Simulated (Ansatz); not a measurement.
C3H8Si can be A, `[SiH3]C1CC1`, or B, `CC(C)[SiH]`.

Gas-phase electronic energies from Ansatz, PBE0-D4/def2-TZVP geometries. CCSD(T)/CBS is the MP2 limit (def2-TZVPP, def2-QZVPP) plus CCSD(T) − MP2 in def2-TZVPP, frozen cores. DFT in def2-TZVPP. B3LYP here is the variant with VWN-RPA as its local correlation; programs differ in this.

A:

```xyz
12

Si   -0.833   -0.507   -1.352
C    -0.146    0.589   -0.025
C     1.228    0.317    0.537
C     0.025    0.056    1.376
H    -2.321   -0.505   -1.347
H    -0.373   -0.084   -2.703
H    -0.357   -1.897   -1.101
H    -0.417    1.638   -0.088
H     1.778   -0.535    0.156
H     1.846    1.172    0.782
H    -0.248   -0.975    1.569
H    -0.182    0.731    2.197
```

B:

```xyz
12

C    -1.1903   -0.7335    0.2813
C     0.0563   -0.3889   -0.5047
C     0.4935    1.0748   -0.3897
Si    1.8065   -0.7540    0.1374
H    -1.3900   -1.8072    0.2519
H    -1.0752   -0.4501    1.3308
H    -2.0778   -0.2257   -0.1131
H    -0.0492   -0.6683   -1.5539
H    -0.0460    1.6019    0.3956
H     1.5947    1.1890   -0.0934
H     0.4574    1.6239   -1.3303
H     1.4201   -0.4621    1.5880
```

Question: Which isomer does CCSD(T)/CBS put lower? Give the gap. (An estimate is asked.)

Answer: The calculation gave: A, by 81.9 kJ/mol.

Question: Give E(B) − E(A) in kJ/mol with LDA (SPW92), PBE0-D4, MP2/def2-TZVPP, HF/def2-TZVPP, B3LYP, CCSD(T)/def2-SVP, PBE-D4. (An estimate is asked.)

Answer: The calculation gave: LDA (SPW92) 68.9, PBE0-D4 81.6, MP2/def2-TZVPP 92.6, HF/def2-TZVPP 109.5, B3LYP 83.0, CCSD(T)/def2-SVP 82.7, PBE-D4 71.6. None reverses the order clearly.

Question: Does the order hold for the free energy at 298.15 K (harmonic terms from PBE0-D4)? (An estimate is asked.)

Answer: Computed: Yes: G(B) − G(A) = +90.7 kJ/mol.

Largest T1 diagnostic: 0.012.

From PBE to PBE0 (25 % exact exchange), in def2-TZVPP and without D4, E(B) − E(A) moves by +9.6 kJ/mol. Leaving LDA and LC-ωPBE aside and taking each functional with its dispersion term where it has one, the values, not all of them listed here, spread over 26.7 kJ/mol, from revPBE-D4 to ωB97X-V. LDA lies −5.2 kJ/mol from PBE without D4.
